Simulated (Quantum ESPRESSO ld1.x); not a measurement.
Question: The table gives one normalised radial function P(r) = r R(r) (large component) of Dy2+ in [Xe] 4f10 (r in bohr). All-electron calculation, Dirac Kohn-Sham, rPW86 exchange with PBE correlation, spin-unpolarised, spherical densities, point nucleus; open shells are shared between the two j in proportion to 2j + 1. Program: ld1.x of Quantum ESPRESSO 7.5.

| r | P |
|---|---|
| 0.0008995 | 0.0002 |
| 0.001465 | 0.0005 |
| 0.002406 | 0.0013 |
| 0.00392 | 0.0031 |
| 0.006437 | 0.0074 |
| 0.01049 | 0.0167 |
| 0.01722 | 0.0346 |
| 0.02828 | 0.0609 |
| 0.04607 | 0.0781 |
| 0.07565 | 0.0410 |
| 0.1232 | -0.0666 |
| 0.2024 | -0.0974 |
| 0.3297 | 0.0906 |
| 0.5414 | 0.1265 |
| 0.889 | -0.1989 |
| 1.448 | -0.2313 |
| 2.378 | 0.2581 |
| 3.874 | 0.5654 |
| 6.362 | 0.2792 |
| 10.36 | 0.0311 |
| 17.02 | 0.0003 |

Which n and l does it have? It may be an empty orbital.

Answer: n = 6, l = 1: the number of nodes gives n - l - 1 = 4, the rise at small r points to l (this Dirac orbital starts as r^gamma with gamma = sqrt((l + 1)^2 - (Z/c)^2) = 1.94; the j = 3/2 orbital of l + 1 starts with the same power, but with a smaller coefficient, and then steepens), and the extent must fit the shell. The curve is that of 6p3/2; the two j differ most near the nucleus, where j = l - 1/2 has the larger amplitude, and in heavy atoms j = l - 1/2 is also the more compact. 6p3/2 (empty): eigenvalue -9.956 eV, 4 radial nodes at r = 0.0932, 0.271, 0.672, 1.90 bohr, <r> = 4.24 bohr, 90 % of the charge inside 6.11 bohr.
